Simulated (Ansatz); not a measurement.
`CB(C)N[SiH3]` + HCl → `CB(C)Cl` + `N[SiH3]` at 298.15 K and 1 bar (ligand exchange at a B–N bond).

Isolated molecules relaxed with PBE0-D4/def2-TZVP in Ansatz; ΔE leaves out vibrations. CBS: MP2 limit from def2 TZ/QZ plus the TZ coupled-cluster correction, frozen cores. This one scheme is used for every species. Each species was taken in one conformer, which may not be the lowest.

```json
{"species": "`CB(C)N[SiH3]`", "CCSD(T)/CBS energy (Eh)": "-450.78486", "H − E (kJ/mol)": "339.5", "S (J/(mol·K))": "374.3"}
{"species": "HCl", "CCSD(T)/CBS energy (Eh)": "-460.38127", "H − E (kJ/mol)": "26.6", "S (J/(mol·K))": "186.8"}
{"species": "`CB(C)Cl`", "CCSD(T)/CBS energy (Eh)": "-564.35192", "H − E (kJ/mol)": "223.5", "S (J/(mol·K))": "320.2"}
{"species": "`N[SiH3]`", "CCSD(T)/CBS energy (Eh)": "-346.80422", "H − E (kJ/mol)": "145.7", "S (J/(mol·K))": "264.3"}
```

H − E and S are ideal-gas, rigid-rotor, harmonic terms from PBE0-D4/def2-TZVP, for one conformer and one mirror image of each species. 1 Eh = 2625.50 kJ/mol, R = 8.31446 J/(mol·K).

By hand: ΔE, ΔH, ΔS and ΔG.

ΔE = (-564.35192) + (-346.80422) − (-450.78486) − (-460.38127) = 0.00999 Eh = 26.2 kJ/mol. Δ(H − E) = 223.5 + 145.7 − 339.5 − 26.6 = 3.1, so ΔH = 29.3 kJ/mol. ΔS = 320.2 + 264.3 − 374.3 − 186.8 = 23.4 J/(mol·K). ΔG = 29.3 − 298.15 × (23.4)/1000 = 22.3 kJ/mol.

By hand: the equilibrium constant, and the temperature at which ΔG would vanish if ΔH and ΔS stayed fixed.

log₁₀ K = −ΔG/(RT ln 10) = -3.9. ΔG = 0 at ΔH/ΔS = 1252 K.

ΔH outweighs TΔS. A doubt of 5 kJ/mol in ΔE shifts log₁₀ K by 0.9 here. Other conformers and mirror images would add mixing entropy, several J/(mol·K) or more a flexible species. Modes under 60 cm⁻¹, often nearly free rotors, make the harmonic entropy too high. These are equilibria of isolated gas molecules and say nothing of rates. Largest T1 diagnostic: 0.011 (customary marks: 0.02 for closed shells, 0.045 for open ones).
